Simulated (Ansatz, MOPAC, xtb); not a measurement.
The molecule MgP+, multiplicity 3 (lowest of 2S+1 = 1, 3, 5 at CCSD(T)/def2-TZVPP on PBE0 minima; our sources give no spin for the ground state, which may be another). The T1 diagnostic near the minimum is 0.057, so single-reference values are doubtful.

The constants come from a fifth-degree fit in 1/R (seven points, main isotopes). Runs in def2 and cc sets follow the lowest solution found near the PBE0 minimum.

Run with Ansatz (an electronic-structure program) with Gaussian orbitals; MOPAC for PM6 (differences of heats of formation); xtb for the GFN methods. Values without a source in brackets are computed. The GFN methods have no spin term and hold the electronic entropy of 300 K.

| level | r_e (Å) | ω_e (cm⁻¹) | B_e (cm⁻¹) | ω_e x_e (cm⁻¹) |
|---|---|---|---|---|
| PM6 | 2.381 | 443 | 0.220 | 2.8 |
| GFN2-xTB | 2.344 | 403 | 0.227 | 2.8 |
| SVWN5/def2-TZVPP | 2.430 | 364 | 0.211 | 2.1 |
| PBE/def2-TZVPP | 2.462 | 350 | 0.206 | 2.2 |
| B97M-V/def2-TZVPP | 2.439 | 361 | 0.210 | 2.2 |
| B3LYP/def2-TZVPP | 2.459 | 349 | 0.206 | 2.3 |
| wB97M-V/def2-TZVPP | 2.426 | 375 | 0.212 | 2.6 |

The state that PM6 reach isn't checked.
